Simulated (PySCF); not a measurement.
Calculated elemental compositions, with the atomic weights C 12.011, S 32.060, Si 28.085, F 18.998, H 1.008, O 15.999, P 30.974.

Q: A compound of molar mass 168.38 g/mol holds 28.53 % carbon, 19.04 % sulfur, 7.78 % hydrogen, 11.28 % fluorine and 33.36 % silicon by mass. What is its formula?

A: Per cent/100 × molar mass / atomic weight: C 4.00, S 1.00, H 13.00, F 1.00, Si 2.00. So C4H13FSSi2. One species with this formula is `CS[SiH2]C[SiH2][C@@H](C)F`.

Q: A compound of molar mass 152.07 g/mol holds 37.48 % fluorine, 39.49 % carbon, 1.99 % hydrogen and 21.04 % oxygen by mass. What is its formula?

A: Atoms of each element: F 3.00, C 5.00, H 3.00, O 2.00. So C5H3F3O2. One species with this formula is `C#CCC(=O)OC(F)(F)F`.

Q: A compound of molar mass 86.13 g/mol holds 69.72 % carbon, 11.70 % hydrogen and 18.57 % oxygen by mass. What is its formula?

A: Atoms of each element: C 5.00, H 10.00, O 1.00. So C5H10O. One species with this formula is `C(C)CC(=O)C`.

Q: A compound of molar mass 150.22 g/mol holds 20.62 % phosphorus, 10.07 % hydrogen, 47.97 % carbon and 21.34 % sulfur by mass. What is its formula?

A: Per cent/100 × molar mass / atomic weight: P 1.00, H 15.01, C 6.00, S 1.00. So C6H15PS. One species with this formula is `CC(C)CP(=S)(C)C`.
